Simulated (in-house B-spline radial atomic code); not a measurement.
Results of a calculation; reference values are marked as such.
## Two electrons in Ge: a parabolic dot with ħω = 38.7 meV in all three directions with an ionised donor at its centre

For Ge the NSM archive of the Ioffe Institute lists m_l = 1.6 m0, m_t = 0.08 m0 and ε = 16.2; the model takes one isotropic valley with the conductivity mass 3/(1/m_l + 2/m_t) = 0.117 m0, and so misses anisotropy and the other valleys. All triplets below are those of one valley; with several valleys two electrons can form a triplet in the 1s orbital itself, at an energy set by the valley splitting. Real donors also feel a central-cell potential, which shifts the ground state.

Effective-mass model with parabolic bands, a uniform dielectric constant, no image charges, no central-cell or spin-orbit terms. Two-electron levels come from full CI in B-splines with partial waves to l = 5 (up to 0.001 effective hartree above the limit).

**Question.** What are the effective units, and what is the potential in them?

**Answer.** Ha* = 27211.386 meV × 0.117/16.2² = 12.13 meV and a* = 0.0529177 nm × 16.2/0.117 = 7.327 nm. The frequency is ω = 3.19 Ha*, with −1/r added.

In these units the lowest s and p orbitals lie at 2.5946 and 6.5941, and their Coulomb and exchange integrals are J_ss = 1.6298, J_sp = 1.2729 and K_sp = 0.2343. Full CI gives 6.7381 for the ground singlet, 10.2080 for the sp triplet, 10.6235 for the sp singlet and 13.0116 for the lowest triplet of two s orbitals.

**Question.** What does it cost to add the second electron, to first order and exactly?

**Answer.** To first order E = 2ε_s + J_ss = 6.8191, so the charging energy E(2) − 2E(1) is J_ss = 19.77 meV. CI gives 6.7381 − 2 × (2.5946) = 1.5488, or 18.79 meV: relaxation and correlation lower it by 0.9827 meV, 5.0 % of J_ss. The s² configuration of one-electron orbitals holds 99.1 % of the state, and the mean radius is 4.26 nm.

**Question.** How far above the singlet do the triplets lie?

**Answer.** To first order the sp triplet lies at ε_s + ε_p + J_sp − K_sp = 10.2274, which is 41.35 meV above 2ε_s + J_ss. CI gives 10.2080 − (6.7381) = 3.4699, or 42.09 meV, 87 % of the orbital spacing of 48.52 meV. The ss triplet lies 76.11 meV up, so the lower of the two is the sp one, and its gap equals k_BT at 488 K. The sp singlet-triplet splitting is 5.04 meV, against 2K_sp = 5.684 meV.
